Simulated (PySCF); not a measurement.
Computed properties of Sn(F)(Cl)2(OH) (Cl2FHOSn), SMILES [OH][Sn]([F])([Cl])[Cl]

Cl2FHOSn, SMILES [Cl][Sn]([OH])([F])[Cl]. The structure is a stationary point at B3LYP-D3(BJ)/def2-SVP. The def2 effective core potentials stand for the cores of Sn; spin–orbit coupling is left out. Other conformers were not sampled. All values are computed for the isolated molecule unless a solvent is named; none is compared with measurement here.

**Structure.** The optimised structure has Cs symmetry. All 12 harmonic modes at B3LYP-D3(BJ)/def2-SVP (PySCF) are real, so it is a minimum. With heavy atoms numbered as in [OH:1][Sn:2]([F:3])([Cl:4])[Cl:5], the shortest bond between them is Sn2–F3 at 1.933 Å and the longest Sn2–Cl4 at 2.328 Å.

**Vibrations.** The strongest infrared lines (harmonic, unscaled, degenerate partners summed) lie at 3790 cm⁻¹ (114 km/mol, H 94 %), 403 cm⁻¹ (78 km/mol, Cl 70 %, Sn 29 %), 647 cm⁻¹ (61 km/mol, F 51 %, O 33 %, Sn 16 %). The softest mode is at 49 cm⁻¹ and the zero-point energy is 10.7 kcal/mol.

**Electronic structure.** B3LYP/def2-TZVP (PySCF) places the frontier levels at -9.47 and -3.61 eV, a gap of 5.86 eV, and gives a dipole moment of 0.95 D and a mean polarisability of 63.8 bohr³. PBE/def2-TZVP (PySCF) at the same geometry gives -8.11 and -4.19 eV, so its gap is 1.94 eV narrower. An orbital gap is neither the optical nor the fundamental gap.

**Excitations.** TDDFT-PBE0/def2-SVPD (PySCF) has S1 at 4.87 eV (255 nm, f = 0.001, dark); the most intense of the 10 singlets computed lies at 6.64 eV (f = 0.11). T1 (TDA) is at 4.46 eV. TDDFT-PBE/def2-SVPD (PySCF) puts S1 at 4.00 eV. No vertical singlet excitation falls in the visible range (under 3.1 eV).
